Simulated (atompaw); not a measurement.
What one change does to a pseudopotential (tellurium (Te), PAW (atompaw))

Te, PAW, made with atompaw 4.2.0.5 (PBE, scalar-relativistic). Core [Kr] 4d10, reference 5s2 5p4. Waves: 5s (bound): rc 2.35 bohr; 5s channel at -0.05 Ry: rc 1.75 bohr; 5p (bound): rc 2.35 bohr; 5p channel at 0.8 Ry: rc 2.35 bohr. Local part: bessel scheme, radius 1.80 bohr. Core correction: smooth core density matched at 1.50 bohr. Augmentation charge: sinc compensation charge, radius 2.15 bohr; PAW radius 2.35 bohr; waves and projectors: custom rrkj gramschmidtortho.

Change: core [Kr], valence charge 16; reference 4d10 5s2 5p3.75; waves now 5s (bound): rc 2.35 bohr; 5s channel at -0.75 Ry: rc 1.45 bohr; 5p (bound): rc 2.35 bohr; 5p channel at 0.65 Ry: rc 2.35 bohr; 4d (bound): rc 2.35 bohr; 4d channel at -1.3 Ry: rc 2.35 bohr; local potential bessel scheme, radius 2.20 bohr; core correction smooth core density matched at 1.35 bohr.

Cutoffs: the cutoffs (Ry, on a coarse ladder) from which the occupation-weighted sum of valence levels, in a spherical-Bessel basis at the reference potential, stays within 10 and 1 mRy of its value at 400 Ry; they do not see the model core or the augmentation charge, which bear on the density cutoff.

Question: What does the change do?

Answer: The potential gets harder (8 Ry and 15 Ry → 18 Ry and 35 Ry); a bound ghost appears in s, which as a rule spoils a file; the range in which the s phases agree narrows (upper end 4.2 → 2.2). The added semicore shells are compact, so their waves need more plane waves. Several settings change at once here, so the effects cannot be laid on one of them.

| quantity | base | changed |
| --- | --- | --- |
| cutoff, loose | 8 Ry | 18 Ry |
| cutoff, tight | 15 Ry | 35 Ry |
| bound ghosts | none | s |
| s: phases at 2.36 bohr within 0.05 rad from the reference energy up to (Ry; the scan ends near 5) | 4.2 | 2.2 |
| p: phases at 2.36 bohr within 0.05 rad from the reference energy up to (Ry; the scan ends near 5) | 4.9 | 4.8 |
| lowest overlap eigenvalue by channel | s 0.05, p 0.56 | s 0.01, p 0.58, d 0.88 |

 A true bound ghost makes a file unfit for plane-wave use even where its test errors are small: the radial tests pick states by their node count and pass the ghost by. The cutoffs see the waves, projectors and local potential, not the compensation charge or the core.
